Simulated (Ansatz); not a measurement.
Single points on Si41H46, a nanocrystal cut from hexagonal silicon.

```yaml
crystal:
  periodic: [false, false, false]
  atoms:
    - {symbol: Si, position_ang: [-1.156021, -5.077201, -0.584626]}
    - {symbol: Si, position_ang: [-3.107156, -3.998308, 0.160484]}
    - {symbol: Si, position_ang: [-3.292057, -4.009722, 2.519659]}
    - {symbol: Si, position_ang: [-3.108130, -1.793766, -2.996353]}
    - {symbol: Si, position_ang: [-3.093407, -1.784740, -0.633944]}
    - {symbol: Si, position_ang: [-5.017197, -0.688774, 0.159300]}
    - {symbol: Si, position_ang: [-3.127382, -1.802834, 3.332963]}
    - {symbol: Si, position_ang: [-5.120741, -0.842702, 2.518402]}
    - {symbol: Si, position_ang: [-4.974894, 1.540282, -0.586004]}
    - {symbol: Si, position_ang: [2.683387, -5.036414, -0.676662]}
    - {symbol: Si, position_ang: [0.769734, -3.983279, 0.197400]}
    - {symbol: Si, position_ang: [0.947104, -3.982068, 2.555355]}
    - {symbol: Si, position_ang: [0.723721, -1.799201, -2.973338]}
    - {symbol: Si, position_ang: [-1.188338, -0.687178, -3.779082]}
    - {symbol: Si, position_ang: [0.737015, -1.777907, -0.609983]}
    - {symbol: Si, position_ang: [-1.184123, -0.682807, 0.184825]}
    - {symbol: Si, position_ang: [0.722101, -1.779040, 3.353219]}
    - {symbol: Si, position_ang: [-1.206553, -0.695072, 2.545492]}
    - {symbol: Si, position_ang: [-1.193921, 1.525238, -2.974786]}
    - {symbol: Si, position_ang: [-1.170358, 1.527992, -0.611373]}
    - {symbol: Si, position_ang: [-3.063707, 2.660141, 0.194934]}
    - {symbol: Si, position_ang: [-1.179130, 1.517656, 3.351765]}
    - {symbol: Si, position_ang: [-2.974236, 2.813775, 2.552886]}
    - {symbol: Si, position_ang: [-3.020209, 4.844166, -0.678678]}
    - {symbol: Si, position_ang: [4.601171, -3.964547, 0.168914]}
    - {symbol: Si, position_ang: [4.585498, -1.763230, -2.960638]}
    - {symbol: Si, position_ang: [2.646615, -0.714933, -3.784128]}
    - {symbol: Si, position_ang: [4.573229, -1.741707, -0.593641]}
    - {symbol: Si, position_ang: [2.639976, -0.667313, 0.198829]}
    - {symbol: Si, position_ang: [2.640058, -0.659761, 2.563741]}
    - {symbol: Si, position_ang: [2.612823, 1.505520, -3.006459]}
    - {symbol: Si, position_ang: [0.708004, 2.645709, -3.785826]}
    - {symbol: Si, position_ang: [2.634506, 1.519931, -0.643558]}
    - {symbol: Si, position_ang: [0.743369, 2.620234, 0.197111]}
    - {symbol: Si, position_ang: [2.697289, 1.557498, 3.340619]}
    - {symbol: Si, position_ang: [0.749794, 2.617751, 2.562001]}
    - {symbol: Si, position_ang: [0.769810, 4.849698, -2.964451]}
    - {symbol: Si, position_ang: [0.780024, 4.830900, -0.597417]}
    - {symbol: Si, position_ang: [-1.130847, 5.968797, 0.162478]}
    - {symbol: Si, position_ang: [4.557598, 2.628782, 0.118983]}
    - {symbol: Si, position_ang: [4.599569, 2.651524, 2.486624]}
    - {symbol: H, position_ang: [-1.141230, -6.520898, -0.145065]}
    - {symbol: H, position_ang: [-1.126891, -5.043133, -2.094165]}
    - {symbol: H, position_ang: [-4.316180, -4.694724, -0.423122]}
    - {symbol: H, position_ang: [-4.665458, -4.522667, 2.881761]}
    - {symbol: H, position_ang: [-2.279603, -4.935082, 3.141647]}
    - {symbol: H, position_ang: [-3.132246, -3.218260, -3.495228]}
    - {symbol: H, position_ang: [-4.352633, -1.100477, -3.495574]}
    - {symbol: H, position_ang: [-6.224875, -1.387190, -0.424716]}
    - {symbol: H, position_ang: [-3.115802, -1.795570, 4.843844]}
    - {symbol: H, position_ang: [-6.251277, -1.776418, 2.879855]}
    - {symbol: H, position_ang: [-5.416975, 0.496667, 3.140166]}
    - {symbol: H, position_ang: [-4.932085, 1.548546, -2.095577]}
    - {symbol: H, position_ang: [-6.216835, 2.275863, -0.145313]}
    - {symbol: H, position_ang: [2.677236, -6.500272, -0.307372]}
    - {symbol: H, position_ang: [2.672626, -4.930888, -2.182148]}
    - {symbol: H, position_ang: [-0.046174, -4.932154, 3.171085]}
    - {symbol: H, position_ang: [2.329129, -4.460851, 2.932242]}
    - {symbol: H, position_ang: [0.703819, -3.232402, -3.452564]}
    - {symbol: H, position_ang: [-1.148297, -0.664646, -5.290251]}
    - {symbol: H, position_ang: [0.705304, -1.748874, 4.864333]}
    - {symbol: H, position_ang: [-2.443953, 2.225652, -3.455379]}
    - {symbol: H, position_ang: [-1.161853, 1.489131, 4.862898]}
    - {symbol: H, position_ang: [-4.293640, 2.428365, 3.168606]}
    - {symbol: H, position_ang: [-2.698151, 4.250157, 2.929528]}
    - {symbol: H, position_ang: [-2.939500, 4.782958, -2.184464]}
    - {symbol: H, position_ang: [-4.289607, 5.570782, -0.304338]}
    - {symbol: H, position_ang: [5.854652, -4.662210, -0.300575]}
    - {symbol: H, position_ang: [4.574108, -4.003041, 1.675986]}
    - {symbol: H, position_ang: [4.652345, -3.188944, -3.452653]}
    - {symbol: H, position_ang: [5.807582, -1.037158, -3.466912]}
    - {symbol: H, position_ang: [2.626179, -0.721171, -5.295393]}
    - {symbol: H, position_ang: [5.782592, -0.989366, -0.087915]}
    - {symbol: H, position_ang: [3.869238, -1.401262, 3.040799]}
    - {symbol: H, position_ang: [3.853988, 2.221241, -3.491141]}
    - {symbol: H, position_ang: [0.692590, 2.629840, -5.297059]}
    - {symbol: H, position_ang: [2.705191, 1.562989, 4.851824]}
    - {symbol: H, position_ang: [0.722744, 4.053258, 3.038313]}
    - {symbol: H, position_ang: [-0.430986, 5.620025, -3.458378]}
    - {symbol: H, position_ang: [2.010245, 5.544390, -3.470176]}
    - {symbol: H, position_ang: [2.035883, 5.502741, -0.091670]}
    - {symbol: H, position_ang: [-1.177343, 5.968337, 1.669612]}
    - {symbol: H, position_ang: [-1.107367, 7.402004, -0.310609]}
    - {symbol: H, position_ang: [5.783056, 1.927364, -0.412654]}
    - {symbol: H, position_ang: [4.564299, 4.041168, -0.411523]}
    - {symbol: H, position_ang: [5.844420, 1.956874, 2.981388]}
    - {symbol: H, position_ang: [4.627749, 4.076217, 2.983023]}
basis:
  gaussian: {orbitals: def2-SVP, initial_orbitals: start.molden}
correlation: {method: mp2}
scf: {omitted_lower_state_checks: [starts]}
output: {orbitals: {seedname: orbitals}}
```

The file start.molden holds the orbitals of an earlier run on this structure, at another level or in another basis.

```sh
$ ansatz run in.yaml --threads 11 --pin off --events-out ev --progress --plain --max-ram 174080MiB --backend cuda --devices 0, --max-vram 75GiB
```

Shortened log:

```
Functional definition: HF
9244 factors; integrals over basis functions are off by at most 1.1e-3 eV
mean field evaluation 1: about -322983.5358 eV, gradient 5.6e1 eV
mean field evaluation 2: about -322990.3590 eV, gradient 5.6e0 eV
mean field evaluation 4: about -322990.6492 eV, gradient 2.5e-4 eV
mean field -322990.66218764 eV, -11869.6879044618 hartree, gradient 8.0e-6 eV, S^2 0.000000; 0 other end points of the search recorded, 0 dependent functions left out
205 core orbitals not correlated: weight in the atoms' cores, before any rotation towards them, 1.000 or more for the frozen orbitals, at most 0.000 for the correlated occupied ones
reference -322990.66218764 eV, -11869.6879044618 hartree; 105, 105 occupied and 658, 658 virtual orbitals, 9244 factors
second order -109.24884228 eV of doubles, -0.00000000 eV of singles
Total energy: -323099.91102992 eV, -11873.7027253641 hartree
Checks for a lower state left out: starts
```

Hardware: 11 threads of AMD EPYC 7R13 on a shared host and a whole NVIDIA H100 80GB HBM3. Wall time 17 s, peak host memory 2.3 GiB.

As the first input, with `gaussian: {orbitals: def2-TZVP, fitting: {mean_field: def2-universal-jkfit}, initial_orbitals: start.molden}`, `hamiltonian: {xc: pbe0, dispersion: d4}` and without the key `correlation` (abridged; 24 s):

```
Functional definition: PBE0
mean field -323622.81381182 eV, -11892.9190481625 hartree, gradient 1.5e-5 eV, S^2 0.000000
Total energy: -323630.39279641 eV, -11893.1975707089 hartree
Checks for a lower state left out: starts
```

First input, but with `gaussian: {orbitals: STO-3G, fitting: {mean_field: def2-universal-jkfit}}`, `hamiltonian: {xc: hf}` and without the key `correlation` (abridged; 7 s):

```
Functional definition: HF
mean field -319402.18304502 eV, -11737.8137283288 hartree, gradient 4.3e-5 eV, S^2 0.000000
Total energy: -319402.18304502 eV, -11737.8137283288 hartree
Checks for a lower state left out: starts
```

Geometry: PBE-D4/def2-SVP.

Correlated methods freeze 205 core orbitals. Single mean-field runs in STO-3G, def2-TZVP are fitted with def2-universal-jkfit.
